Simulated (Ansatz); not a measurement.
Geometry optimisation, RKS B3LYP/def2-SVP in Ansatz 0.2.0.

The input (input.yaml):

```yaml
crystal:
  periodic: [false, false, false]
  atoms:
    - { symbol: Ga, position_ang: [0.0, 0.0, 0.0] }
    - { symbol: H, position_ang: [1.0752, 0.0, 1.406] }
    - { symbol: O, position_ang: [1.9596, 0.0, 0.3462] }
    - { symbol: H, position_ang: [2.2595, -0.9519, 0.1913] }
    - { symbol: "N", position_ang: [-1.6714, 0.0, -0.965] }
    - { symbol: H, position_ang: [-2.3403, -0.8164, -0.8664] }
    - { symbol: H, position_ang: [-1.9204, 0.8164, -1.5936] }
basis:
  gaussian: { orbitals: def2-SVP }
hamiltonian:
  xc: b3lyp
relax:
  f_tol: 0.15
  max_steps: 25
  restrain:
    - { distance: [1, 2], at: 2.21, k: 30.0 }
    - { distance: [0, 1], at: 1.57, k: 30.0 }
    - { distance: [0, 2], at: 1.79, k: 30.0 }
output:
  orbitals: {}
```

Run as:

```bash
$ ansatz run input.yaml --threads 2 --pin off --max-ram 3072MiB --backend cpu --events-out ev --progress --plain --runs-dir out
```

Q: Where does it end, and by what steps?

A: The forces met the threshold. The restraints hold the end off the free minimum. After 9 steps the energy has fallen by 2.922 eV (the restraints' own energy left out); O3 moved furthest, 0.77 Å.

| step | energy less start (eV) | largest force component (eV/Å) | accepted |
| --- | --- | --- | --- |
| 0 | 0.0000 | 2.456 | yes |
| 1 | -0.4714 | 1.673 | yes |
| 2 | -1.2494 | 1.775 | yes |
| 3 | -2.1433 | 1.359 | yes |
| 4 | -2.6397 | 1.205 | yes |
| 5 | -2.7737 | 1.129 | yes |
| 6 | -2.8556 | 1.337 | yes |
| 7 | -2.7283 | 3.992 | no |
| 8 | -2.9027 | 1.391 | yes |
| 9 | -2.9224 | 1.488 | yes |

```xyz
7
Properties=species:S:1:pos:R:3
Ga 0.031 -0.227 0.146
H 0.619 -0.577 1.533
O 1.721 -0.021 -0.381
H 2.268 -0.326 0.353
N -1.459 0.082 -0.816
H -2.385 -0.202 -0.511
H -1.433 0.318 -1.805
```

The run took 15 s on 2 threads of Arm Neoverse V2 (shared host), peak memory 0.15 GiB.
